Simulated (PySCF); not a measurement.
Computed Raman spectrum (relative Raman activity) of a molecule C3H6FNSi. Geometry optimised at r2SCAN-D4/def2-SVP. One conformer was computed; it need not be the lowest. Level of theory: PySCF with r2SCAN-D4/def2-SVP. Frequencies are harmonic and unscaled.

Lines under 2 % of the strongest are left out, and lines within 2 cm⁻¹ are merged.

ν (cm⁻¹): 303 (vw), 387 (vw), 464 (vw), 580 (vw), 607 (w), 649 (vw), 669 (vw), 810 (w), 869 (vw), 871 (w), 1010 (w), 1040 (vw), 1160 (vw), 1229 (w), 1331 (vw), 1356 (vw), 1495 (w), 1766 (w), 2179 (m), 2194 (vs), 2956 (vs), 2996 (s), 3161 (s), 3674 (s) (against the strongest line: vs over 80 %, s over 45 %, m over 15 %, w over 4 %, vw less)

Identify the compound among the candidates.
A. NC(F)=C=C[SiH3]
B. CC1=NC[Si@H]1F
C. F/C=C1/CN[SiH2]1
D. N[Si@@H]1CC=C1F

C, F/C=C1/CN[SiH2]1
